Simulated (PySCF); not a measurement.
**How methods differ on the ionisation energy of Ir²⁺**

Ir²⁺ [Xe] 4f14 5d7 [5d3/2^4 5d5/2^3, M_J = 9/2] → Ir³⁺ [Xe] 4f14 5d6 [5d3/2^4 5d5/2^2, M_J = 4], as a difference of total energies. Computed with PySCF 2.14 in x2c-QZVPPall-2c (16s16p12d7f2g, 191 functions), with the two-component X2C-1e Hamiltonian. Correlated levels: [Kr] 4d10 4f14 frozen; the 58 highest virtual spinors dropped. "Screened" scales the spin-orbit matrix elements by Boettger's factors to mimic the two-electron term; Breit and QED terms are absent.

Problem. Order these methods by the ionisation energy they give, lowest first.
A. GHF (spin-free)
B. GMP2 (screened spin-orbit)
C. GHF (screened spin-orbit)
D. GMP2 (spin-free)

Solution. A (27.433 eV), C (27.550 eV), D (28.924 eV), B (29.035 eV).

The spin-free rows relax to the high-spin LS determinant and lack the spin-orbit shift.

The labels give the starting determinants; with spin-orbit coupling the two ends relaxed to ⟨J²⟩ = 24.77, ⟨L²⟩ = 13.09, ⟨S²⟩ = 3.61 and ⟨J²⟩ = 20.04, ⟨L²⟩ = 6.84, ⟨S²⟩ = 5.73.

For comparison: 28 ± 1.6 eV (theoretical estimate listed by NIST; NIST Atomic Spectra Database, ionization energies).
